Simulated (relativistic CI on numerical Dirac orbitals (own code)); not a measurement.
## Hyperfine structure of I XXXI, mass number 127

Method of calculation: Dirac-Coulomb-Breit CI, orbitals from a KLI potential per configuration, a model potential for QED, unscaled Slater integrals (own radial code, finite nucleus).

CI space (outside the closed core [Ne]): 3s2.3p6.3d5, 3s2.3p5.3d6, 3s2.3p4.3d7, 3s.3p6.3d6, 3p6.3d7, 3s.3p5.3d7, 3s2.3p6.3d4.4s, 3s2.3p6.3d4.4p, 3s2.3p6.3d4.4d, 3s2.3p5.3d5.4s, 3s2.3p6.3d4.4f, 3s2.3p6.3d3.4s2, 3s.3p6.3d5.4s, 3p6.3d6.4s, 3s2.3p6.3d4.5s, 3s2.3p6.3d3.4p2. Levels of other configurations are missing.

Nuclear spin I = 5/2, μ = 2.8087 μN, Q = -0.688 b (tables of Stone and Pyykkö). The electronic factors are computed for point nuclear moments, without core polarisation or the Bohr-Weisskopf and QED corrections.

| Level | E (cm⁻¹) | A (MHz) | B (MHz) |
| --- | --- | --- | --- |
| 3s2.3p6.3d5 4G_11/2 | 157135.2 | 17750 | -156 |
| 3s2.3p6.3d5 4G_9/2 | 172149.7 | 16220 | -11300 |
| 3s2.3p6.3d5 4P_1/2 | 180388.7 | -4484 |  |
| 3s2.3p6.3d5 2I_11/2 | 251035.6 | 18340 | -937 |
| 3s2.3p6.3d5 2D_3/2 | 251820.7 | 28340 | 10100 |
| 3s2.3p6.3d5 4D_1/2 | 260680.6 | 37260 |  |

Levels with J = 0, under 50 % of one LS term, or S terms without an open s electron are left out. Small factors come from cancelling terms and can be off by tens of per cent or more.

At this charge energies of transitions that change n are usually good to better than 1 %, and those within a shell (Δn = 0) to a few per cent. Terms inside the open d or f shell come out 10 to 20 % too wide with unscaled integrals.

Give the hyperfine levels of 3s2.3p6.3d5 4G_11/2 relative to its centre of gravity.

With K = F(F + 1) − I(I + 1) − J(J + 1), E = AK/2 + B[¾K(K + 1) − I(I + 1)J(J + 1)]/[2I(2I − 1)J(2J − 1)]: F = 3: -288400, F = 4: -217400, F = 5: -128600, F = 6: -22140, F = 7: 102100, F = 8: 244000 MHz.

LS names give the leading component of a level, which can be under half, so a name can repeat, a term be missing and a line seem to break the LS rules.
